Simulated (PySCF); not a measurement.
# Worked example: oscillator strength and radiative lifetime

Zr(Cl)3(SH) (Cl3HSZr), SMILES [SH][Zr]([Cl])([Cl])[Cl], multiplicity 1.

Geometry optimised at B3LYP-D3(BJ)/def2-SVP. The spin state was assumed, not searched. The structure was generated by enumeration; whether it is a known compound was not checked. The def2 effective core potentials stand for the cores of Zr; spin–orbit coupling is left out. One conformer was computed; it need not be the lowest.

TDA-PBE/def2-SVPD run with PySCF 2.14.0 puts the first singlet state with f over 0.02 at 4.02 eV (vertical), with the transition dipole (0.425, -0.270, 0.000) in atomic units.

### Question
Find the oscillator strength, the wavelength and the radiative lifetime that this transition would have in vacuum if emission retraced absorption.

### Answer

|μ|² = 0.2535 au, so |μ| = 1.28 D. ΔE = 4.02/27.211 = 0.1477 hartree. f = (2/3) ΔE |μ|² = 0.025 (the program prints 0.025).
λ = 1239.84/4.02 = 308 nm; ν = 32423 cm⁻¹.
Einstein's coefficient A = 0.6670 ν² f s⁻¹ (ν in cm⁻¹) = 1.8e7 s⁻¹, so τ = 1/A = 57 ns. This state is S2; the lower singlet has f = 0.003. The figure is the radiative limit of this one transition; relaxation, internal conversion, crossing to triplets and a medium change what is measured.
